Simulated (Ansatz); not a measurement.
Calculation: B3LYP-D3(BJ)/def2-SVP in Ansatz (an electronic-structure program). No frequencies were computed at this level.

Ansatz 0.2 input:
```yaml
crystal:
  periodic: [false, false, false]
  atoms:
    - { symbol: B, position_ang: [2.505003, -0.153926, -0.208334] }
    - { symbol: C, position_ang: [1.269499, 0.03323, 0.75006] }
    - { symbol: C, position_ang: [0.442337, 1.300578, 0.498392] }
    - { symbol: C, position_ang: [-0.317189, 1.168176, -0.818224] }
    - { symbol: C, position_ang: [-1.269049, -0.033101, -0.749833] }
    - { symbol: B, position_ang: [-2.505735, 0.153716, 0.207046] }
    - { symbol: C, position_ang: [-0.44214, -1.300563, -0.497665] }
    - { symbol: C, position_ang: [0.31745, -1.1679, 0.818936] }
    - { symbol: H, position_ang: [2.940467, -1.221104, -0.407422] }
    - { symbol: H, position_ang: [3.039234, 0.778153, -0.670959] }
    - { symbol: H, position_ang: [1.74019, 0.138136, 1.742299] }
    - { symbol: H, position_ang: [1.096722, 2.174144, 0.467459] }
    - { symbol: H, position_ang: [-0.280978, 1.443227, 1.307187] }
    - { symbol: H, position_ang: [-0.881273, 2.081283, -1.019117] }
    - { symbol: H, position_ang: [0.406329, 1.027824, -1.627212] }
    - { symbol: H, position_ang: [-1.738942, -0.138274, -1.742435] }
    - { symbol: H, position_ang: [-2.939463, 1.221132, 0.40892] }
    - { symbol: H, position_ang: [-3.042552, -0.778821, 0.665789] }
    - { symbol: H, position_ang: [-1.096663, -2.174004, -0.466431] }
    - { symbol: H, position_ang: [0.281196, -1.443581, -1.306388] }
    - { symbol: H, position_ang: [-0.405907, -1.027312, 1.628069] }
    - { symbol: H, position_ang: [0.881463, -2.081015, 1.019862] }
basis:
  gaussian: { orbitals: def2-svp }
hamiltonian:
  xc: b3lyp
  dispersion: d3bj
relax:
  max_steps: 150
```

Output:

```
Functional definition: B3LYP
2106 factors; integrals over basis functions are off by at most 2.7e-4 eV
mean field evaluation 1: about -7784.0843 eV, gradient 6.8e1 eV
mean field evaluation 2: about -7771.6487 eV, gradient 9.9e1 eV
mean field evaluation 4: about -7796.4542 eV, gradient 1.7e0 eV
mean field evaluation 8: about -7796.4931 eV, gradient 8.2e-2 eV
mean field evaluation 16: about -7796.4931 eV, gradient 5.0e-5 eV
mean field -7796.49312497 eV, -286.5158376897 hartree, gradient 5.0e-5 eV, S^2 0.000000; 0 other end points of the search recorded, 0 dependent functions left out
reference -7796.49342581 eV, -286.5158487454 hartree; 30, 30 occupied and 152, 152 virtual orbitals, 2106 factors
relax step   1: F+E_penalty+E_count = -7797.51608189 eV  Δ(F+E_penalty+E_count) = +0.000e0 eV  max|allowed force component| = 9.389e-1 eV/Å  Δτ_max = 0.0000 Å  (26 SCF iters, accepted)
these checks for a lower state are left out or cut short: starts, cluster_reference, orbital_swaps, neighbouring_geometries, increment
2106 factors; integrals over basis functions are off by at most 3.1e-4 eV
mean field -7796.64576069 eV, -286.5214469491 hartree, gradient 2.2e-5 eV, S^2 0.000000; 0 other end points of the search recorded, 0 dependent functions left out
reference -7796.64606437 eV, -286.5214581092 hartree; 30, 30 occupied and 152, 152 virtual orbitals, 2106 factors
relax step   2: F+E_penalty+E_count = -7797.65443332 eV  Δ(F+E_penalty+E_count) = -1.384e-1 eV  max|allowed force component| = 4.026e-1 eV/Å  Δτ_max = 0.0679 Å  (28 SCF iters, accepted)
these checks for a lower state are left out or cut short: starts, cluster_reference, orbital_swaps, neighbouring_geometries, increment
2106 factors; integrals over basis functions are off by at most 3.3e-4 eV
mean field -7796.66896989 eV, -286.5222998716 hartree, gradient 1.7e-5 eV, S^2 0.000000; 0 other end points of the search recorded, 0 dependent functions left out
reference -7796.66927549 eV, -286.5223111020 hartree; 30, 30 occupied and 152, 152 virtual orbitals, 2106 factors
relax step   3: F+E_penalty+E_count = -7797.67197832 eV  Δ(F+E_penalty+E_count) = -1.755e-2 eV  max|allowed force component| = 2.319e-1 eV/Å  Δτ_max = 0.0570 Å  (29 SCF iters, accepted)
these checks for a lower state are left out or cut short: starts, cluster_reference, orbital_swaps, neighbouring_geometries, increment
2106 factors; integrals over basis functions are off by at most 3.3e-4 eV
mean field evaluation 32: about -7796.6416 eV, gradient 3.0e-2 eV
mean field -7796.68023931 eV, -286.5227140151 hartree, gradient 1.9e-5 eV, S^2 0.000000; 0 other end points of the search recorded, 0 dependent functions left out
reference -7796.68054479 eV, -286.5227252412 hartree; 30, 30 occupied and 152, 152 virtual orbitals, 2106 factors
relax step   4: F+E_penalty+E_count = -7797.68207667 eV  Δ(F+E_penalty+E_count) = -1.010e-2 eV  max|allowed force component| = 1.096e-1 eV/Å  Δτ_max = 0.0313 Å  (29 SCF iters, accepted)
these checks for a lower state are left out or cut short: starts, cluster_reference, orbital_swaps, neighbouring_geometries, increment
2106 factors; integrals over basis functions are off by at most 3.3e-4 eV
mean field -7796.68534201 eV, -286.5229015357 hartree, gradient 1.4e-5 eV, S^2 0.000000; 0 other end points of the search recorded, 0 dependent functions left out
reference -7796.68564788 eV, -286.5229127761 hartree; 30, 30 occupied and 152, 152 virtual orbitals, 2106 factors
relax step   5: F+E_penalty+E_count = -7797.68418212 eV  Δ(F+E_penalty+E_count) = -2.105e-3 eV  max|allowed force component| = 5.273e-2 eV/Å  Δτ_max = 0.0204 Å  (29 SCF iters, accepted)
these checks for a lower state are left out or cut short: starts, cluster_reference, orbital_swaps, neighbouring_geometries, increment
2106 factors; integrals over basis functions are off by at most 3.3e-4 eV
mean field -7796.68724177 eV, -286.5229713508 hartree, gradient 1.1e-5 eV, S^2 0.000000; 0 other end points of the search recorded, 0 dependent functions left out
reference -7796.68754781 eV, -286.5229825974 hartree; 30, 30 occupied and 152, 152 virtual orbitals, 2106 factors
relax step   6: F+E_penalty+E_count = -7797.68461930 eV  Δ(F+E_penalty+E_count) = -4.372e-4 eV  max|allowed force component| = 2.244e-2 eV/Å  Δτ_max = 0.0102 Å  (23 SCF iters, accepted)
these checks for a lower state are left out or cut short: starts, cluster_reference, orbital_swaps, neighbouring_geometries, increment
2106 factors; integrals over basis functions are off by at most 3.3e-4 eV
mean field -7796.68792051 eV, -286.5229962938 hartree, gradient 1.0e-5 eV, S^2 0.000000; 0 other end points of the search recorded, 0 dependent functions left out
reference -7796.68822665 eV, -286.5230075441 hartree; 30, 30 occupied and 152, 152 virtual orbitals, 2106 factors
relax step   7: F+E_penalty+E_count = -7797.68468082 eV  Δ(F+E_penalty+E_count) = -6.152e-5 eV  max|allowed force component| = 3.433e-3 eV/Å  Δτ_max = 0.0055 Å  (23 SCF iters, accepted)
2106 factors; integrals over basis functions are off by at most 3.3e-4 eV
mean field evaluation 64: about -7796.6476 eV, gradient 3.7e-1 eV
mean field -7796.68792051 eV, -286.5229962938 hartree, gradient 1.0e-5 eV, S^2 0.000000; 1 other end points of the search recorded, 0 dependent functions left out
reference -7796.68822665 eV, -286.5230075441 hartree; 30, 30 occupied and 152, 152 virtual orbitals, 2106 factors
Total energy: -7797.68498695 eV, -286.5596378098 hartree
Atom 0 at     2.572243    -0.149497    -0.148549 Å, force     0.000647     0.000018     0.000690 eV/Å
Atom 1 at     1.288742     0.027748     0.715792 Å, force    -0.002604    -0.000093    -0.001567 eV/Å
Atom 2 at     0.484330     1.317191     0.475348 Å, force    -0.003324    -0.000313     0.001659 eV/Å
Atom 3 at    -0.357230     1.193958    -0.801479 Å, force     0.003212    -0.001039    -0.001489 eV/Å
Atom 4 at    -1.288740    -0.027725    -0.715795 Å, force     0.002705     0.000043     0.001599 eV/Å
Atom 5 at    -2.572247     0.149473     0.148544 Å, force    -0.000708    -0.000086    -0.000708 eV/Å
Atom 6 at    -0.484326    -1.317174    -0.475346 Å, force     0.003264     0.000336    -0.001666 eV/Å
Atom 7 at     0.357232    -1.193939     0.801485 Å, force    -0.003228     0.001079     0.001470 eV/Å
Atom 8 at     3.058007    -1.245082    -0.311480 Å, force     0.000920    -0.001127    -0.000696 eV/Å
Atom 9 at     3.162124     0.814500    -0.579326 Å, force     0.001017     0.000853    -0.000856 eV/Å
Atom 10 at     1.831351     0.127286     1.693735 Å, force    -0.003433    -0.000152    -0.002542 eV/Å
Atom 11 at     1.159718     2.184956     0.407967 Å, force    -0.000264     0.001085    -0.001346 eV/Å
Atom 12 at    -0.194393     1.505422     1.328779 Å, force     0.000575     0.000711     0.001345 eV/Å
Atom 13 at    -0.942189     2.112877    -0.966139 Å, force     0.000383     0.001370     0.001017 eV/Å
Atom 14 at     0.325765     1.090168    -1.665877 Å, force    -0.000504     0.000391    -0.001494 eV/Å
Atom 15 at    -1.831341    -0.127282    -1.693739 Å, force     0.003427     0.000165     0.002549 eV/Å
Atom 16 at    -3.057904     1.245059     0.311787 Å, force    -0.000908     0.001131     0.000624 eV/Å
Atom 17 at    -3.162248    -0.814595     0.579002 Å, force    -0.001008    -0.000808     0.000952 eV/Å
Atom 18 at    -1.159717    -2.184935    -0.407961 Å, force     0.000268    -0.001104     0.001335 eV/Å
Atom 19 at     0.194397    -1.505408    -1.328775 Å, force    -0.000560    -0.000706    -0.001365 eV/Å
Atom 20 at    -0.325766    -1.090146     1.665880 Å, force     0.000517    -0.000386     0.001505 eV/Å
Atom 21 at     0.942192    -2.112857     0.966147 Å, force    -0.000395    -0.001367    -0.001016 eV/Å
Dipole moment:     0.000002    -0.000000     0.000002 e Å
```

Cost: roughly 3 core-minutes.
